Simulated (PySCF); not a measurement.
Method: ωB97X-D3(BJ)/def2-TZVP // PBE0-D3(BJ)/def2-SVP run with PySCF 2.14.0. Gas-phase values, no solvent. 

Reference species: [Ga(H)3(NH3)] (neutral, multiplicity 1).

```json
{
 "S1 oscillator strength": "0.009",
 "dipole_moment": "5.13 D",
 "HOMO": "-9.99 eV"
}
```

Changed species: [Ga(H)3(NCH)] (adduct with NCH; the reference has adduct with NH3).

### Question
What does the change do to the S1 oscillator strength, dipole moment and HOMO?

### Answer
the S1 oscillator strength is nearly the same; the dipole moment rises by 0.98 D, to 6.11 D; the HOMO decreases by 0.06 eV, to -10.05 eV.
